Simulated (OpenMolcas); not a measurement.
# Multiconfigurational calculation on Cs

Input:

```
&GATEWAY
Coord
1

Cs 0.0 0.0 0.0
Basis=ANO-R3
Group=XYZ
NoMove
AngMom=0.0 0.0 0.0
AMFI
&SEWARD
* reference wave functions (RASSCF and RASSI steps not shown): 1 electron in 9 orbitals (5d 6s 6p)
>>> COPY JOB001 $Project.JobIph
&CASPT2
Multistate=1 1
Frozen=14 9
IPEA=0.3
Sig1=0.2
MaxIter=60
WThr=0.0 0.3 0.05
PrWF=0.5
NoMix
>>> COPY JOB002 $Project.JobIph
&CASPT2
Multistate=3 1 2 3
Frozen=14 9
IPEA=0.3
Sig1=0.2
MaxIter=60
WThr=0.0 0.3 0.05
PrWF=0.5
NoMix
```

Launched by
```bash
OMP_NUM_THREADS=1 MOLCAS_MEM=2252 MOLCAS_PROJECT=a pymolcas a.inp > a.log  # once for each step of the input, in one work folder
```

Output, cut to the results:

```
--- CASPT2 ---
Orbital specifications:
      -----------------------

      Symmetry species                           1   2
                                                ag  au
      Frozen orbitals                           14   9
      Inactive orbitals                          1   3
      Active orbitals                            6   3
      Secondary orbitals                        16  31
      Deleted orbitals                           0   0
      Number of basis functions                 37  46
Type of calculation                        SS-CASPT2
      Fock operator                              state-specific
      IPEA shift                                 0.30
      Real shift                                 0.00
      Imaginary shift                            0.00
      Sigma^1 regularizer                        0.20
      The input orbitals will be transformed to quasi-canonical
Reference energy:       -7783.1286732781
      E2 (Non-variational):      -0.1858288796
      Shift correction:          -0.0000143127
      E2 (Variational):          -0.1858431922
      Total energy:           -7783.3145164704
      Residual norm:              0.0000007595
      Reference weight:           0.93841
      Contributions to the CASPT2 correlation energy
      Active & Virtual Only:          0.0000000000
      One Inactive Excited:          -0.0111643345
      Two Inactive Excited:          -0.1746645450
::    CASPT2 Root  1     Total energy:  -7783.31451647
--- CASPT2 ---
Orbital specifications:
      -----------------------

      Symmetry species                           1   2
                                                ag  au
      Frozen orbitals                           14   9
      Inactive orbitals                          1   3
      Active orbitals                            6   3
      Secondary orbitals                        16  31
      Deleted orbitals                           0   0
      Number of basis functions                 37  46
Type of calculation                        MS-CASPT2
      Fock operator                              state-specific
      IPEA shift                                 0.30
      Real shift                                 0.00
      Imaginary shift                            0.00
      Sigma^1 regularizer                        0.20
      The input orbitals will be transformed to quasi-canonical
Reference energy:       -7783.0480293116
      E2 (Non-variational):      -0.1805422781
      Shift correction:          -0.0000069568
      E2 (Variational):          -0.1805492349
      Total energy:           -7783.2285785465
      Residual norm:              0.0000002460
      Reference weight:           0.94175
      Contributions to the CASPT2 correlation energy
      Active & Virtual Only:         -0.0000000000
      One Inactive Excited:          -0.0065229430
      Two Inactive Excited:          -0.1740193351
Reference energy:       -7783.0480293116
      E2 (Non-variational):      -0.1805422781
      Shift correction:          -0.0000069568
      E2 (Variational):          -0.1805492349
      Total energy:           -7783.2285785465
      Residual norm:              0.0000002460
      Reference weight:           0.94175
      Contributions to the CASPT2 correlation energy
      Active & Virtual Only:         -0.0000000000
      One Inactive Excited:          -0.0065229430
      Two Inactive Excited:          -0.1740193351
::    CASPT2 Root  1     Total energy:  -7783.22857855
::    CASPT2 Root  2     Total energy:  -7783.22857855
::    CASPT2 Root  3     Total energy:  -7783.22857855
::    MS-CASPT2 Root  1     Total energy:  -7783.22857855
::    MS-CASPT2 Root  2     Total energy:  -7783.22857855
::    MS-CASPT2 Root  3     Total energy:  -7783.22857855
```

Levels above the lowest, from the spin-orbit matrix with the single-state CASPT2 energies, averaged by term, on its diagonal:

```
Configuration  Term    J  E (cm⁻¹)  Measured (cm⁻¹)      g  Term weight %
           6s    ²S  1/2       0.0              0.0  2.002            100
           6p   ²P°  1/2     18228            11178  0.666            100
           6p   ²P°  3/2     19178            11732  1.334            100
```

Against the 2 measured excited levels shown (NIST Handbook of Basic Atomic Spectroscopic Data) the mean absolute deviation is 7200 cm-1; the largest miss in energy is 6p ²P°_3/2: computed 19178, measured 11732 cm⁻¹ (+63.5 %).

ANO sets are built for ground and valence states and can reach diffuse excited orbitals poorly. With one active electron, CASPT2 adds the correlation within the correlated inactive shells and between them and that electron, and leaves the splitting within a term as the reference gives it. The ANO-R sets hold no well-fitted valence p shell for this element, so s → p excitations can come out far too high. No level of 5d was computed, though it lies in the active space. Measured partners are found by configuration, term and J. A level has none where our copy of the source lacks it or the pairing is in doubt (some pairs that miss far off the trend of their configuration count as doubtful), and it then counts in no deviation. Only configurations of the active space appear. The first state left out of the spin-orbit step lies near 55000 cm-1 above the lowest spin-free state of the reference (among the parities and spins computed), and the list stops at four fifths of that energy or lower.

The CASPT2 steps took 2.1 s on 1 thread of Intel(R) Xeon(R) Platinum 8375C CPU @ 2.90GHz (Ice Lake) (shared host); the integral step is not counted.

The term weight is that of the spin-free term in the level, not the purity of its configuration. ° marks odd parity.
